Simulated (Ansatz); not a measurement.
`CS[SiH](C)S` + H₂S → `C[SiH](S)S` + CH₃SH  (ligand exchange at the Si–S bond)

Gas-phase electronic energies from Ansatz, PBE0-D4/def2-TZVP geometries. CCSD(T)/CBS adds triple-zeta CCSD(T) − MP2 to the extrapolated MP2 energy (def2 sets, frozen cores). This one scheme is used for every species. Functionals use def2-TZVPP. Each species was taken in one conformer, which may not be the lowest.

| species | ωB97M-V energy (Eh) |
| --- | --- |
| `CS[SiH](C)S` | -1166.92574 |
| H₂S | -399.37365 |
| `C[SiH](S)S` | -1127.62466 |
| CH₃SH | -438.67380 |

Question: Work out ΔE.

Answer: ΔE = (-1127.62466) + (-438.67380) − (-1166.92574) − (-399.37365) = 0.00093 Eh = +0.03 eV. CCSD(T)/CBS gives +0.04 eV.

Question: What do rigid-rotor, harmonic-oscillator terms from PBE0-D4/def2-TZVP frequencies (298.15 K, 1 bar) make of the CCSD(T)/CBS value? (Best estimate.)

Answer: Computed: ΔZPE = +0.03 eV, ΔH = +0.04 eV, ΔS = 12 J/(mol·K), ΔG = +0.01 eV.

Largest T1 diagnostic among the species: 0.011.

The D4 term adds +0.07 eV with B3LYP and +0.04 eV with PBE0; it sums over pairs of atoms, weighted by their polarisabilities, and B3LYP, whose exchange is more repulsive, gets the larger term. Leaving LDA and LC-ωPBE aside and taking each functional with its dispersion term where it has one, the values, not all of them listed here, spread over 0.06 eV, from B2PLYP to revPBE-D4. LDA lies +0.05 eV from PBE without D4.

B3LYP here is the variant with VWN-RPA as its local correlation; programs differ in this.
